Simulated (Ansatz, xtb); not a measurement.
**Relative energy of two structures of F2PSi−**

Structure X is `F[Si](F)=[P-]`, a singlet and structure Y is a singlet given by its coordinates. Both are isolated ions in the gas phase, relaxed with PBE0-D3(BJ)/def2-SVPD.

X (Å):

```yaml
atoms:
  - { symbol: F, position_ang: [-0.7663, 0.9216, -1.1659] }
  - { symbol: F, position_ang: [-1.1922, -1.4295, -0.7212] }
  - { symbol: P, position_ang: [0.0760, 0.1105, 1.9938] }
  - { symbol: Si, position_ang: [-0.5933, -0.1206, 0.1308] }
```

Y (Å):

| atom | x (Å) | y (Å) | z (Å) |
| --- | --- | --- | --- |
| F | -1.3908 | 1.3520 | -0.7296 |
| F | 0.5743 | -2.0628 | 1.0536 |
| P | -0.1339 | -1.2796 | -0.3038 |
| Si | -0.6846 | 0.5824 | 0.6418 |

Close contacts (Å): F1–Si4 1.72, F2–P3 1.72, P3–Si4 2.16.

Question: Estimate E(Y) − E(X) at the level CCSD(T)/def2-SVPD + ΔMP2/def2-TZVPPD.

Answer: Calculated at CCSD(T)/def2-SVPD + ΔMP2/def2-TZVPPD: E(Y) − E(X) = +134.2 kJ/mol, so structure X lies lower.

Level by level:

```csv
level,geometry,E(Y) − E(X) (kJ/mol),departure from the last row (kJ/mol),"job, with rough time for the two"
GFN2-xTB,GFN2-xTB,+65.6,−68.7,"optimisation, 0.16 s"
HF/STO-3G,GFN2-xTB,−79.9,−214.1,"single point, 0.2 s"
r2SCAN-D4/def2-SVPD,GFN2-xTB,+124.1,−10.1,"single point, 2.2 s"
PBE0-D3(BJ)/def2-SVPD,PBE0-D3(BJ)/def2-SVPD,+110.9,−23.3,"optimisation, 14 s"
HF/def2-SVPD,PBE0-D3(BJ)/def2-SVPD,+111.8,−22.4,part of the CCSD(T) run
MP2/def2-SVPD,PBE0-D3(BJ)/def2-SVPD,+139.8,+5.6,part of the CCSD(T) run
CCSD(T)/def2-SVPD,PBE0-D3(BJ)/def2-SVPD,+114.3,−20.0,single point
CCSD(T)/def2-SVPD + ΔMP2/def2-TZVPPD,PBE0-D3(BJ)/def2-SVPD,+134.2,,"single point, 14 s"
```

HF/STO-3G puts the two in the other order. The largest departure from CCSD(T)/def2-SVPD + ΔMP2/def2-TZVPPD is that of HF/STO-3G, 214.1 kJ/mol. The last row adds to CCSD(T) the change of the MP2 difference between the two basis sets, here +20.0 kJ/mol, a large step that makes the value less sure.

With harmonic frequencies from PBE0-D3(BJ)/def2-SVPD (ideal gas, rigid rotor, one conformer each, 298.15 K, 1 atm): the zero-point term adds −2.9 kJ/mol; ΔH is +132.4 and ΔG +128.2 kJ/mol.

The T1 diagnostic of structure Y is large, so the coupled-cluster value is less sure. The correlated steps freeze 12 core orbitals. Programs: Ansatz 0.2.0, xtb 6.7.1; the last row on 1 thread of Intel(R) Xeon(R) 6975P-C (Granite Rapids) on a shared host.
